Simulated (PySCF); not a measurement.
The multiplicity is imposed and other spin states were not computed.

Species: [Mo(CO)5(NH3)] (charge 0, multiplicity 1).

Problem. What dipole moment, charge on the central atom (Mulliken) and mean C–O bond length of the carbonyls does TPSSh-D3(BJ)/def2-TZVP // BP86-D3(BJ)/def2-SVP (PySCF 2.14.0) give?

Solution. 
```
Item                                    Result
-------------------------------------  -------
dipole moment                           6.43 D
charge on the central atom (Mulliken)  -0.03 e
mean C–O bond length of the carbonyls  1.164 Å
```
